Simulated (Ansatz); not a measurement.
Consider the redistribution: `CNB(C)O` + `N[SiH2][SiH](N)O` → `CBNC` + `N[Si@H](O)[Si@H](N)O`.

Calculated with Ansatz (gas phase, PBE0-D4/def2-TZVP geometries, no zero-point term in ΔE). CBS: MP2 limit from def2 TZ/QZ plus the TZ coupled-cluster correction, frozen cores. DFT in def2-TZVPP. B3LYP here is the variant with VWN-RPA as its local correlation; programs differ in this. Each species was taken in one conformer, which may not be the lowest.

```json
{"level": "PBE-D4", "ΔE (kJ/mol)": "1.1", "difference from CCSD(T)/CBS": "5.0"}
{"level": "B3LYP-D4", "ΔE (kJ/mol)": "-2.6", "difference from CCSD(T)/CBS": "1.3"}
{"level": "B2PLYP", "ΔE (kJ/mol)": "-4.0", "difference from CCSD(T)/CBS": "-0.1"}
{"level": "r2SCAN", "ΔE (kJ/mol)": "0.0", "difference from CCSD(T)/CBS": "3.9"}
{"level": "HF/def2-TZVPP", "ΔE (kJ/mol)": "-0.8", "difference from CCSD(T)/CBS": "3.1"}
{"level": "MP2/def2-TZVPP", "ΔE (kJ/mol)": "-4.8", "difference from CCSD(T)/CBS": "-0.9"}
{"level": "CCSD(T)/def2-TZVPP", "ΔE (kJ/mol)": "-1.6", "difference from CCSD(T)/CBS": "2.3"}
{"level": "HF/def2-QZVPP", "ΔE (kJ/mol)": "-1.6", "difference from CCSD(T)/CBS": "2.3"}
{"level": "HF/CBS(def2)", "ΔE (kJ/mol)": "-1.7", "difference from CCSD(T)/CBS": "2.2"}
{"level": "CCSD/CBS(def2)", "ΔE (kJ/mol)": "-3.6", "difference from CCSD(T)/CBS": "0.3"}
{"level": "CCSD(T)/CBS", "ΔE (kJ/mol)": "-3.9", "difference from CCSD(T)/CBS": "0"}
```

Largest T1 diagnostic among the species: 0.012.
